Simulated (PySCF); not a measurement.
(E)-2-chloro-1-fluoroprop-1-ene (C3H4ClF), SMILES C(=C(\Cl)C)/F.

Geometry optimised at PBE0-D3(BJ)/def2-SVP.

The numbers are results of CAM-B3LYP/def2-TZVP (PySCF), not measurements.

```yaml
total_energy: -676.76773 hartree
point_group: Cs
highest_occupied_level: -8.44 eV
lowest_empty_level: 1.20 eV
orbital_gap: 9.64 eV
dipole_moment: 0.48 D
quadrupole, principal values (traceless, Buckingham form, about the centre of nuclear charge): -5.49, -0.50, 6.00 D·Å
mean_static_polarisability: 48.8 bohr³ (7.23 Å³)
polarisability_principal_values: 34.3, 50.7, 61.5 bohr³
```
